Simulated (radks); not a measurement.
Charge is removed step by step from the 3p3/2 level of the thallium ion Tl53+, starting from [Ne] 3s2 3p(1/2: 2, 3/2: 4) 3d10. Calculated with a radial shooting solver on a logarithmic mesh with Libxc functionals: Dirac Kohn-Sham, PBE, spin-unpolarised, spherical densities, point nucleus.

[
 {"removed (e)": "0", "E - E(0) (eV)": "0.000", "eigenvalue (eV)": "-5682.9", "E minus straight line (eV)": "0.000"},
 {"removed (e)": "0.25", "E - E(0) (eV)": "1424.7", "eigenvalue (eV)": "-5715.0", "E minus straight line (eV)": "-12.067"},
 {"removed (e)": "0.5", "E - E(0) (eV)": "2857.5", "eigenvalue (eV)": "-5747.2", "E minus straight line (eV)": "-16.098"},
 {"removed (e)": "0.75", "E - E(0) (eV)": "4298.3", "eigenvalue (eV)": "-5779.4", "E minus straight line (eV)": "-12.080"},
 {"removed (e)": "1", "E - E(0) (eV)": "5747.2", "eigenvalue (eV)": "-5811.7", "E minus straight line (eV)": "0.000"}
]

Removing the whole electron costs 5747.2 eV by Delta-SCF, against 5682.9 eV from minus the eigenvalue at the starting occupation. Slater's transition state (half an electron removed) gives 5747.2 eV. Integrating minus the eigenvalue over the occupation (Janak's theorem) gives 5747.2 eV. The mean slope of the eigenvalue, de/dn, is 129 eV per electron.
